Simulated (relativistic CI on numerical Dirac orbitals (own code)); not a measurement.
# One change at a time: Pr²³⁺

Base calculation: Dirac-Coulomb-Breit CI, orbitals from a KLI potential per configuration, model QED (radiative potential, 1s self-energy scaled to tabulated hydrogen-like ionisation energies), unscaled Slater integrals.

Configuration list (outside the closed core [Ar] 3d10): 4s2 4p6, 4s2 4p5 4d, 4s 4p6 4d, 4s2 4p5 4f, 4s 4p6 4f, 4s2 4p5 5s, 4s2 4p5 5p, 4p6 4d 4f, 4s 4p6 5s, 4s2 4p5 5d, 4s 4p6 5p, 4s2 4p5 5f, 4s2 4p5 5g, 4s 4p6 5d, 4s2 4p5 6s, 4s2 4p5 6p, 4p6 4f 5s, 4s 4p6 5f, 4s2 4p5 6d, 4s 4p6 5g, 4s2 4p5 6f, 4p6 4d2, 4p5 4d3, 4p5 4d2 4f, 4p5 4d2 5s, 4p5 4d2 5p, 4p6 4f2, 4p5 4d 4f2, 4p5 4f3, 4p5 4f2 5s, 4p5 4f2 5p, 4p6 4d 5s, 4p5 4d 4f 5s, 4p5 4d 5s2, 4p5 4d 5s 5p. Double excitations out of closed p, d and f shells are left out; levels of such configurations are missing from the list, as are those of other unlisted configurations, and high levels can miss mixing partners. These lack a partner that the ground configuration has and come out too high: 4s2 4p5 5d, 4s2 4p5 5f, 4s2 4p5 5g, 4s2 4p5 6s, 4s2 4p5 6p.

Variants: (1) valence Slater integrals scaled by 0.9; (2) configuration mixing switched off. Shifts of the energy above 4s2 4p6 1S_0, in cm⁻¹, for the lowest level and the first level of each name with at least 55 % of one term (blank where a level changes its place among those of its configuration and J or its character, or is not in the variant):

```
           Level     Base    Δ(1)    Δ(2)
    4s2 4p6 1S_0        0       0       0
4s2 4p5 4d 3P°_0   778700   +5451    -391
4s2 4p5 4d 3P°_1   797055   +4339    -378
4s2 4p5 4d 3F°_3   820167   +1733   +1922
4s2 4p5 4d 3F°_4   841298   +3494   +2913
4s2 4p5 4d 3D°_3   889292   -1613    -137
4s2 4p5 4d 3D°_1   950660   -3674    -267
4s2 4p5 4d 3F°_2  1020821   +2068   +2112
4s2 4p5 4d 1P°_1  1189832  -19647    +572
  4s 4p6 4d 3D_1  1576875   +7316  +31236
  4s 4p6 4d 3D_2  1591769   +6519  +27858
  4s 4p6 4d 3D_3  1623598   +6504  +26519
  4s 4p6 4d 1D_2  1699409   -3650   +6249
 4s2 4p5 4f 3G_5  1857123   +2210    +675
 4s2 4p5 4f 3G_4  1863654   +1054    +503
 4s2 4p5 4f 3D_1  1865597   -1661  -30190
 4s2 4p5 4f 3D_2  1875846   -1964  -25535
 4s2 4p5 4f 3F_4  1897265   -1817     +17
 4s2 4p5 4f 3G_3  2072571    +656    +393
4s2 4p5 5s 3P°_2  2544109    +852   +2204
4s2 4p5 5s 1P°_1  2555057    -307   +1382
 4s 4p6 4f 3F°_2  2657291    +996    +458
```

At this charge energies of transitions that change n are usually good to better than 1 %, and those within a shell (Δn = 0) to a few per cent.

Ionisation energy from the two ground configurations alone: base 802.692 eV. The NIST ASD value (theoretical) is 803 eV.

LS names give the leading component of a level, which can be under half, so a name can repeat, a term be missing and a line seem to break the LS rules.
